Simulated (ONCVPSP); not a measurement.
# bismuth, ONCV: configuration errors across variants

| Item | Value |
| --- | --- |
| Element | Bi |
| Generator | ONCVPSP 4.0.1 |
| Type | optimised norm-conserving Vanderbilt (ONCV) |
| Functional | LDA (Perdew-Zunger) |
| Relativity | scalar-relativistic |
| Frozen core | [Kr] 4d10 4f14 |
| Valence charge | 23 |
| Reference configuration | 5s2 5p6 5d10 6s2 6p3 |
| Partial waves | 5s+6s: rc 1.60 bohr, ncon 3, nbas 6, qcut 8 1/bohr, 2 projectors; 5p+6p: rc 1.55 bohr, ncon 4, nbas 7, qcut 9.6 1/bohr, 2 projectors; 5d: rc 1.25 bohr, ncon 5, nbas 9, qcut 6.5 1/bohr, local |
| Local potential | the d channel |
| Core correction | Teter function, fcfact 3.5, rcfact 1 |

All-electron excitation energies from the reference (eV): (1) 5s2 5p6 5d10 6s2 6p2 8.154; (2) 5s2 5p6 5d10 6s2 6p1 23.719; (3) 5s2 5p6 5d10 6s2 6p0 47.434; (4) 5s2 5p6 5d10 6s1 6p3 19.049.

1 further variants failed, have other tests or too few solved ones, and are left out.

A true bound ghost makes a file unfit for plane-wave use even where its test errors are small: the radial tests pick states by their node count and pass the ghost by.

Errors AE − PS in meV (a dash: test not solved or not reliable):

| change | (1) | (2) | (3) | (4) | bound ghosts | GHOST(+) flags above zero |
| --- | --- | --- | --- | --- | --- | --- |
| base | -3.3 | -11 | -24 | -9.0 | p | none |
| p: qcut 7 | -3.4 | -11 | -24 | -8.7 | none | p |
| p: qcut 9 | -3.3 | -11 | -24 | -8.9 | none | p |
| p: qcut 9.8 | -3.2 | -11 | -24 | -9.0 | p | none |
| p: qcut 11.1 | -3.7 | -11 | -23 | -9.1 | none | none |
| p: qcut 12.9 | -3.6 | -11 | -22 | -9.4 | none | none |

(1) Give the same row for: p: qcut 5.7.

## Answers

(1) -4.0, -11, -23, -8.7; bound ghosts: none; GHOST(+) flags above zero: none.
